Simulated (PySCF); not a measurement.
Species: CH₇B₂N.
Cartesian coordinates in Å at the PBE0-D3(BJ)/def2-SVP level; atoms count from 1:
```
atom  x, y, z in Å
B1    -1.5576    0.2345   -0.3178
C2    -0.5788   -0.6299    0.5031
B3     0.7504   -0.4364   -0.3556
N4     1.5986    0.6459   -0.1331
H5    -1.7814    1.3859   -0.0088
H6    -2.0612   -0.1872   -1.3365
H7    -0.4217   -0.2713    1.5317
H8    -0.8229   -1.7026    0.4776
H9     1.0387   -1.2027   -1.2479
H10    2.4465    0.7942   -0.6636
H11    1.4307    1.3502    0.5750
```

Jobs on this species (11 atoms, 30 electrons) with PySCF (density fitting). Hardware of each: an Arm Neoverse V1 with one thread, no GPU, shared host. Other jobs ran on the host; a repeat could differ by tens of per cent or more. Peak memory is the resident size of the whole Python process, interpreter and libraries included.

```csv
level and settings,work,basis functions,SCF cycles,wall time,peak memory
"delta-SCF UKS SCAN, pcX-1 on the ionised atom, pcseg-1 elsewhere, spin-free X2C","ΔSCF core ionisation, 4 holes",101,?,?,?
"PBE0-D3(BJ)/def2-SVP, grid level 1",geometry optimisation from a GFN2-xTB start shaken at random,91,?,?,?
"delta-SCF UKS SCAN, pcX-2 on the ionised atom, pcseg-1 elsewhere, non-relativistic","ΔSCF core ionisation, 4 holes",122,?,?,?
"delta-SCF UKS PBE, pcX-2 on the ionised atom, pcseg-1 elsewhere, spin-free X2C","ΔSCF core ionisation, 4 holes",122,65,11 s,0.46 GiB
"delta-SCF UKS HF, pcX-2 on the ionised atom, pcseg-1 elsewhere, spin-free X2C","ΔSCF core ionisation, 4 holes",122,61,7.8 s,0.46 GiB
"delta-SCF UKS SCAN, pcX-2 on the ionised atom, pcseg-1 elsewhere, spin-free X2C","ΔSCF core ionisation, 4 holes",122,68,19 s,0.41 GiB
"delta-SCF UKS SCAN, def2-TZVP on the ionised atom, pcseg-1 elsewhere, spin-free X2C","ΔSCF core ionisation, 4 holes",108,67,17 s,0.46 GiB
"delta-SCF UKS B3LYP, pcX-2 on the ionised atom, pcseg-1 elsewhere, spin-free X2C","ΔSCF core ionisation, 4 holes",122,60,17 s,0.46 GiB
"delta-SCF UKS PBE0, pcX-2 on the ionised atom, pcseg-1 elsewhere, spin-free X2C","ΔSCF core ionisation, 4 holes",122,60,15 s,0.46 GiB
```

Problem. Fill in the missing figures.

Solution. 
- delta-SCF UKS SCAN, pcX-1 on the ionised atom, pcseg-1 elsewhere, spin-free X2C; ΔSCF core ionisation, 4 holes: 15 s, 0.46 GiB, 67 SCF cycles
- PBE0-D3(BJ)/def2-SVP, grid level 1; geometry optimisation from a GFN2-xTB start shaken at random: 20 s, 0.38 GiB, 56 SCF cycles
- delta-SCF UKS SCAN, pcX-2 on the ionised atom, pcseg-1 elsewhere, non-relativistic; ΔSCF core ionisation, 4 holes: 19 s, 0.46 GiB, 68 SCF cycles

Problem. What do all jobs in the table cost together?

Solution. About 2.3 min; the longest takes about 14 % of that, and about 2.6 times as long as the shortest.
